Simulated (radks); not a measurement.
Species: V IV. Configuration: [Ar] 3d2 (the NIST ground configuration). Calculated with a radial shooting solver on a logarithmic mesh with Libxc functionals: non-relativistic Kohn-Sham, r2SCAN, spin-polarised, spherical densities, point nucleus; open shells are filled with parallel spins first; meta-GGA in the generalised Kohn-Sham scheme.

Unscreened Slater integrals over Kohn-Sham orbitals (hartree). They are taken over the spin-up orbitals.

integral      value
F0(3d,3d)   0.78878
F2(3d,3d)   0.37376
F4(3d,3d)   0.23437
F0(3d,3p)   0.84119
F2(3d,3p)   0.40518
G1(3d,3p)   0.50360
G3(3d,3p)   0.30679
F0(3d,3s)   0.86082
G2(3d,3s)   0.38483
F0(3d,2p)    1.0845
F2(3d,2p)   0.19759
G1(3d,2p)   0.14063
G3(3d,2p)  0.079609
F0(3p,3p)   0.90710
F2(3p,3p)   0.45790
F0(3p,3s)   0.92956
G1(3p,3s)   0.61981
F0(3p,2p)    1.2289
F2(3p,2p)   0.23986
G0(3p,2p)  0.093813
G2(3p,2p)  0.097440
F0(3s,3s)   0.95417
F0(3s,2p)    1.2668
G1(3s,2p)   0.10271
F0(2p,2p)    3.3233
F2(2p,2p)    1.5626

Derived for the open shells (J is the average intra-shell exchange parameter used in DFT+U). 3d: Racah B = F2/49 - 5 F4/441 = 0.004971 hartree, C = 35 F4/441 = 0.01860 hartree, C/B = 3.74, F4/F2 = 0.627, J = (F2 + F4)/14 = 0.04344 hartree.
